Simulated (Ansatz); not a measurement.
ClTe (SMILES Cl[Te+]), charge +1, singlet, at a GFN2-xTB geometry (all electrons, no relativity). Base run: BLYP/STO-3G (Ansatz, an electronic-structure program).

Geometry (Å):
```xyz
2

Te     0.0000     0.0000    -0.5466
Cl     0.0000     0.0000     1.6720
```
Charge +1, spin multiplicity 1.
All else is at Ansatz's defaults.

The base run was repeated with changes; each row names its change, and settings that it needs were set with it.

```csv
change,basis functions,E (Eh)
base,36,-7003.92122
basis = def2-SVP,44,-727.66047
basis = def2-SV(P),44,-727.66047
basis = 3-21G,46,-7043.46200
basis = def2-SVPD,62,-727.66764
basis = def2-TZVP,87,-727.84009
basis = def2-TZVPP,92,-727.84015
basis = def2-TZVPD,105,-727.84070
basis = def2-QZVP,152,-727.85826
basis = def2-QZVPP,152,-727.85826
```

Totals compare only among sets that treat the same electrons; sets with core potentials leave the core out.
